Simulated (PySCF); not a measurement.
Bonding in `OB(O)[SiH3]`

Compound: BH5O2Si.
SMILES with atom numbers: `[OH:1][B:2]([OH:3])[SiH3:4]` (hydrogens: H5 on O1; H6 on O3; H7, H8, H9 on Si4)

Geometry (PBE0-D3(BJ)/def2-SVP, Å), atoms numbered from 1 in this order:
```xyz
9
BH5O2Si angstrom
O     -1.3838   -0.8469    0.7157
B     -0.5345    0.1508    0.3473
O     -0.7866    1.4748    0.5419
Si     1.2265   -0.3361   -0.5468
H     -2.2026   -0.5546    1.1343
H     -1.6287    1.6761    0.9679
H      2.3852    0.1374    0.2774
H      1.3405    0.3221   -1.8883
H      1.3691   -1.8128   -0.7407
```

Bond orders from the PBE0/pcSseg-1 density (PySCF). The structure is a single PBE0-D3(BJ)/def2-SVP conformer in the gas phase; no vibrational or solvent corrections.

(1) Where do the orders between heavy atoms depart from those drawn in the SMILES?

(2) Give the Mayer order of every bond between heavy atoms, beside its length.

(3) And the bonds to hydrogen?

(4) Sum the orders of all bonds at each heavy atom with more than one neighbour and set the sums beside the valence in the SMILES.

Results:

(1) The largest departure is 0.226, at O1–B2 (drawn single, 1.226). Drawn single, order above 1.12: O1–B2 (1.226) and B2–O3 (1.220). Drawn single, order below 0.88: B2–Si4 (0.874).

(2) 
```json
{"bond": "O1–B2", "drawn as": "single", "length (Å)": "1.361", "Mayer order": "1.226"}
{"bond": "B2–O3", "drawn as": "single", "length (Å)": "1.362", "Mayer order": "1.220"}
{"bond": "B2–Si4", "drawn as": "single", "length (Å)": "2.034", "Mayer order": "0.874"}
```

(3) H–O: 0.92 (2 bonds); H–Si: 0.95 (3 bonds).

(4) O1 2.147 (drawn 2), B2 3.320 (drawn 3), O3 2.141 (drawn 2), Si4 3.718 (drawn 4). Orders between atoms that aren't bonded are not in these sums.

For a closed shell the Mayer order of atoms A and B is Σ (PS)μν (PS)νμ over the basis functions μ on A and ν on B, with P the density and S the overlap matrix.
